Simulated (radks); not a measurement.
Values are calculated unless marked as measured or tabulated.
Task: Neutral samarium: order these configurations by energy. Level of theory: Dirac Kohn-Sham, PBE, spin-unpolarised, spherical densities, finite nucleus; Fermi nuclear charge, rms radius of each element as measured or else 0.836 A^(1/3) + 0.57 fm (a radial shooting solver on a logarithmic mesh with Libxc functionals). Sub-shells are occupied by j as written (lower j first in brackets). [Xe] 4f(5/2: 5, 7/2: 0) 5d(3/2: 1, 5/2: 0) 6s2; [Xe] 4f(5/2: 5, 7/2: 0) 6s2 6p(1/2: 1, 3/2: 0); [Xe] 4f(5/2: 6, 7/2: 0) 5d(3/2: 1, 5/2: 0) 6s1; [Xe] 4f(5/2: 6, 7/2: 0) 6s1 6p(1/2: 1, 3/2: 0); [Xe] 4f(5/2: 6, 7/2: 0) 6s2.

Result: From the lowest, in eV above it: [Xe] 4f(5/2: 6, 7/2: 0) 6s2 0.000; [Xe] 4f(5/2: 6, 7/2: 0) 5d(3/2: 1, 5/2: 0) 6s1 1.924; [Xe] 4f(5/2: 6, 7/2: 0) 6s1 6p(1/2: 1, 3/2: 0) 2.293; [Xe] 4f(5/2: 5, 7/2: 0) 5d(3/2: 1, 5/2: 0) 6s2 2.902; [Xe] 4f(5/2: 5, 7/2: 0) 6s2 6p(1/2: 1, 3/2: 0) 4.851.
